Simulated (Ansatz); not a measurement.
Consider the substitution at a C–O bond: `FC(F)(F)C[O][Ti]([F])([F])[F]` + `OBCl` → `FC(F)(F)COBCl` + `[OH][Ti]([F])([F])[F]`.

Program: Ansatz. Geometries: PBE0-D4/def2-TZVP. ΔE: electronic, gas phase. CCSD(T)/CBS is the MP2 limit (def2-TZVPP, def2-QZVPP) plus CCSD(T) − MP2 in def2-TZVPP, frozen cores. This one scheme is used for every species. DFT in def2-TZVPP. B3LYP here is the variant with VWN-RPA as its local correlation; programs differ in this. For Ti outer-core shells are correlated without core-valence functions, which leaves a few kJ/mol of doubt a bond. Scalar relativity is left out up to krypton. Each species was taken in one conformer, which may not be the lowest.

`FC(F)(F)C[O][Ti]([F])([F])[F]`:

Z-matrix (Å, degrees):
```
C
F 1 1.333
F 1 1.335 2 108.2
F 1 1.336 2 107.6 3 -116.7
C 1 1.517 2 111.8 3 120.9
O 5 1.382 1 110.8 2 62.0
H 5 1.094 1 107.9 2 -176.6
H 5 1.094 1 108.0 2 -58.8
Ti 6 1.759 5 158.6 1 40.7
F 9 1.751 6 108.9 5 -179.9
F 9 1.747 6 110.2 5 -59.2
F 9 1.750 6 109.1 5 60.6
```

`OBCl`:

Cartesian coordinates in Å:
```
O 0.569 0.177 0.879
B 0.061 -0.321 -0.257
Cl -1.284 0.476 -1.078
H 0.135 0.981 1.180
H 0.519 -1.313 -0.724
```

`FC(F)(F)COBCl`:

```xyz
11

F     2.452   -0.710   -0.390
C     1.432    0.153   -0.314
F     1.591    1.065   -1.271
F     1.509    0.779    0.863
C     0.126   -0.602   -0.455
O    -0.953    0.289   -0.386
B    -1.743    0.344    0.701
Cl   -3.029    1.523    0.721
H     0.089   -1.358    0.335
H     0.123   -1.092   -1.431
H    -1.597   -0.393    1.628
```

`[OH][Ti]([F])([F])[F]`:

Cartesian coordinates in Å:
```
O -1.099 0.223 0.741
Ti 0.391 -0.138 -0.127
F 1.443 -1.076 0.907
F 0.026 -1.033 -1.586
F 1.179 1.353 -0.596
H -1.940 0.672 0.661
```

Q: Is it downhill or uphill in electronic energy at CCSD(T)/CBS, and by how much? (Estimate.)

A: Ansatz gave: Uphill: ΔE = +16.6 kJ/mol.

Q: What do these levels give: BLYP-D4, r2SCAN-D4, B3LYP-D4, CAM-B3LYP-D4, PBE0, r2SCANh? (An estimate is asked.)

A: The calculation gave: BLYP-D4 19.7, r2SCAN-D4 18.1, B3LYP-D4 18.2, CAM-B3LYP-D4 15.7, PBE0 15.8, r2SCANh 16.9 kJ/mol.

Largest T1 diagnostic among the species: 0.023, so the coupled-cluster value is less sure than usual.

At CCSD(T), def2-SVP lies +11.0 kJ/mol from the extrapolated value and def2-TZVPP +0.4 kJ/mol. Leaving LDA and LC-ωPBE aside and taking each functional with its dispersion term where it has one, the values, not all of them listed here, spread over 5.6 kJ/mol, from ωB97M-V to BLYP-D4. In def2-TZVPP, CCSD(T) changes the Hartree–Fock value by +3.2 kJ/mol (the triples alone add +1.7 kJ/mol) and MP2 by +3.0 kJ/mol.
